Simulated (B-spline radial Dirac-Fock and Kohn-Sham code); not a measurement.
## Binding energies of Lu³⁺ at several levels of theory

System: lutetium as Lu³⁺, configuration [Xe] 4f14.

The density-functional columns are spherical, spin-unpolarised Dirac-Kohn-Sham results without Breit or QED terms: −ε is minus the orbital energy of the initial state and ΔSCF the difference of two total energies. The reference in the last column comes from ΔSCF Dirac-Fock with Breit, self-energy and vacuum polarisation, finite nucleus, configuration average. All numbers are from a B-spline atomic structure program, in eV; a selection of levels is shown. The Kohn-Sham columns are given as differences from the reference. For the 1s level of heavy atoms much of the gap between ΔSCF and the reference is the Breit and QED part, -304.1 eV here; for other levels the error of the functional can be larger.

| level | PBE −ε − DF | PBE ΔSCF − DF | LDA −ε − DF | LDA ΔSCF − DF | Dirac-Fock |
| --- | --- | --- | --- | --- | --- |
| K (1s) | -175.9 | +349.5 | -230.6 | +293.1 | 63346.2 |
| L1 (2s) | -144.7 | -50.2 | -152.5 | -57.7 | 10913.7 |
| L2 (2p1/2) | -104.7 | +17.0 | -108.2 | +13.7 | 10386.1 |
| L3 (2p3/2) | -117.3 | -11.4 | -119.5 | -13.4 | 9281.2 |
| M1 (3s) | -74.0 | -47.4 | -76.1 | -49.5 | 2534.8 |
| M2 (3p1/2) | -58.7 | -30.1 | -59.5 | -30.8 | 2303.4 |
| M3 (3p3/2) | -58.1 | -32.1 | -58.6 | -32.5 | 2064.5 |
| M4 (3d3/2) | -37.8 | -6.2 | -37.6 | -6.0 | 1676.9 |
| M5 (3d5/2) | -38.8 | -8.2 | -38.6 | -7.9 | 1625.9 |
| N1 (4s) | -37.9 | -25.5 | -38.9 | -26.4 | 549.0 |
| N2 (4p1/2) | -31.3 | -18.9 | -31.7 | -19.3 | 454.3 |
| N3 (4p3/2) | -31.4 | -19.4 | -32.0 | -19.9 | 400.3 |
| N4 (4d3/2) | -20.5 | -8.7 | -20.5 | -8.7 | 244.5 |
| N5 (4d5/2) | -20.5 | -8.8 | -20.6 | -8.9 | 234.6 |
| N6 (4f5/2) | -5.7 | +4.8 | -5.4 | +5.2 | 42.73 |
| N7 (4f7/2) | -5.8 | +4.6 | -5.4 | +5.0 | 41.29 |
| O1 (5s) | -10.5 | -2.1 | -10.2 | -1.8 | 98.03 |
| O2 (5p1/2) | -5.9 | +2.0 | -5.5 | +2.4 | 68.84 |
| O3 (5p3/2) | -5.8 | +1.6 | -5.5 | +2.0 | 61.71 |

Values without a named source are computed, but for edge energies of neutral atoms, which are taken from tables.
